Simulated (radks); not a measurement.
In I, 49 electrons, occupied as [Kr] 4d10 5s2 5p1 (the NIST ground configuration).

Method: Dirac Kohn-Sham, LDA (Slater exchange, Perdew-Wang correlation), spin-unpolarised, spherical densities, point nucleus; open shells fill j = l - 1/2 first; computed with a radial shooting solver on a logarithmic mesh with Libxc functionals.

Energy parts (eV):
part                       energy
total                 -159949.359
kinetic                168029.360
electron-nucleus      -388310.337
Hartree                 64540.225
exchange-correlation    -4208.607

Orbitals (lengths in bohr, moments of r in powers of bohr):
| orbital | occ. | eigenvalue (eV) | <r^2> | small-component weight |
|---|---|---|---|---|
| 1s1/2 | 2 | -27703.38 | 0.001197 | 3.23e-02 |
| 2s1/2 | 2 | -4147.606 | 0.01945 | 6.81e-03 |
| 2p1/2 | 2 | -3870.044 | 0.01447 | 6.83e-03 |
| 2p3/2 | 4 | -3659.476 | 0.01578 | 6.53e-03 |
| 3s1/2 | 2 | -786.4154 | 0.1394 | 1.95e-03 |
| 3p1/2 | 2 | -674.2518 | 0.1343 | 1.90e-03 |
| 3p3/2 | 4 | -636.2215 | 0.1430 | 1.81e-03 |
| 3d3/2 | 4 | -437.0683 | 0.1237 | 1.70e-03 |
| 3d5/2 | 6 | -429.2678 | 0.1263 | 1.68e-03 |
| 4s1/2 | 2 | -119.2142 | 0.8144 | 5.20e-04 |
| 4p1/2 | 2 | -82.4883 | 0.9293 | 4.60e-04 |
| 4p3/2 | 4 | -75.7573 | 0.9947 | 4.34e-04 |
| 4d3/2 | 4 | -19.0631 | 1.663 | 2.83e-04 |
| 4d5/2 | 6 | -18.1971 | 1.715 | 2.76e-04 |
| 5s1/2 | 2 | -8.3616 | 7.770 | 5.91e-05 |
| 5p1/2 | 1 | -2.8287 | 15.08 | 3.00e-05 |
| 5p3/2 | 0 | -2.5151 | 16.68 | 2.70e-05 |

The highest occupied level is 5p1/2 at -2.829 eV. The density falls to 0.001 e/bohr^3 at r = 4.60 bohr. Summed over all electrons, <r^2> = 57.53 bohr^2, which gives a Langevin (diamagnetic) susceptibility term of -45.6 x 10^-6 cm^3/mol. For comparison, the ionisation energy in NIST's Atomic Spectra Database is 5.786 eV (measured). In exact Kohn-Sham theory the highest level is minus the ionisation energy, but local and semilocal functionals leave it too shallow, through self-interaction and a potential that decays too fast; potentials with the right tail come closer.

Beside tabulated values, note that spin-unpolarised runs miss the spin-polarisation part of the exchange energy of open shells.
